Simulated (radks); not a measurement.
Spherical jellium clusters: N electrons in a uniform positive sphere of charge N and radius rs N^(1/3), rs = 5.57 bohr. Method: non-relativistic Kohn-Sham, PBEsol, spin-polarised, spherical densities; computed with a radial shooting solver with Libxc functionals. Levels are named by radial order and angular momentum (1s, 1p, 1d, 2s, ...), and open shells are averaged over m.

N = 4, configuration 1s2 1p(up 2, down 0). This is the lowest configuration that the search found. Occupied levels:

level    occupation  eigenvalue (eV)  <r> (bohr)
1s up             1          -3.0887       6.270
1s down           1          -2.7117       5.796
1p up             2          -2.1922       7.520

Energy (eV): total -6.24221, kinetic 4.3172, external -58.169, Hartree 28.822, exchange-correlation -10.758, background 29.545.

Electron density:

r (bohr)  n(r) (e/bohr^3)
0.288            0.001788
1.37             0.001818
2.46             0.001864
3.55             0.001872
4.63             0.001772
5.72             0.001520
6.80             0.001143
7.89            0.0007341
8.97            0.0003963
10.1            0.0001825
11.2           0.00007623
12.2           0.00003086
13.3           0.00001216
14.4            4.776e-06
